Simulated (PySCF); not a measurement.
# Excitation energy of O by level of theory

O [He] 2s2 2p4 (3P) → O [He] 2s1 2p5, s spin flipped, as a difference of total energies. All numbers are calculated (PySCF 2.14, no relativity, point nucleus, in aug-cc-pwCVDZ (5s4p2d, 27 functions)). Correlated levels: valence: 1s2 frozen; valence and next inner shell: nothing frozen. The calculations carry no spin-orbit coupling.

```csv
method,excitation energy (eV)
UHF,21.437
LDA,16.175
PBE,16.619
PBE0,17.797
r2SCAN,18.164
M06-L,18.342
r2SCANh,18.429
BP86,16.581
PBEsol,16.538
MP2 (valence),19.581
SCS-MP2 (valence),19.339
MP2 (valence and next inner shell),19.517
SCS-MP2 (valence and next inner shell),19.300
```

Problem. How much does correlation contribute at MP2 (valence and next inner shell)?

Solution. 19.517 − (21.437) = -1.920 eV, measured against UHF.

The upper determinant mixes two multiplicities, so it lies between the two terms.

The upper state lies above the first ionisation limit, but in LS coupling its spin forbids autoionisation to the ground ion.
